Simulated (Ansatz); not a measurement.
Redistribution: CH7FSi2 + C2H8OSi2 → CH8OSi2 + C2H7FSi2

Species: CH7FSi2 `C[SiH2][SiH2]F`, singlet; C2H8OSi2 `C=C[SiH2][SiH2]O`, singlet; CH8OSi2 `C[SiH2][SiH2]O`, singlet; C2H7FSi2 `C=C[SiH2][SiH2]F`, singlet. The partners trade F for OH; both sit on Si, so the bond types are kept.

Shapes, held fixed at every level: PBE0-D4/def2-TZVP. Flexible molecules stand in one conformer, not always the lowest. Programs: Ansatz 0.2.0. Electronic energies: no zero-point or thermal term.

Task: Estimate ΔE of this reaction.

Result: The highest level, CCSD(T)/CBS estimate, gives ΔE = +0.6 kJ/mol; the levels span +0.1 to +0.8. That is about zero within the method's error. The column of differences is taken from that level and isn't an error. No measured value is set beside it here. The CBS estimate extrapolates MP2 from def2-TZVPP and def2-QZVPP and adds CCSD(T) − MP2 in the triple-zeta set, cores frozen.

| level | kind | ΔE (kJ/mol) | less CCSD(T)/CBS estimate |
| --- | --- | --- | --- |
| PBE-D4/def2-TZVPP | GGA | +0.7 | +0.1 |
| B3LYP-D4/def2-TZVPP | global hybrid | +0.8 | +0.2 |
| PBE0-D4/def2-TZVPP | global hybrid | +0.6 | 0.0 |
| wB97M-V/def2-TZVPP | range-separated hybrid | +0.6 | 0.0 |
| B2PLYP/def2-TZVPP | double hybrid | +0.1 | -0.5 |
| CCSD(T)/def2-TZVPP | coupled cluster or CI | +0.4 | -0.2 |
| CCSD/def2-TZVPP | coupled cluster or CI | +0.2 | -0.4 |
| CCSD(T)/CBS estimate | coupled cluster or CI | +0.6 | 0.0 |
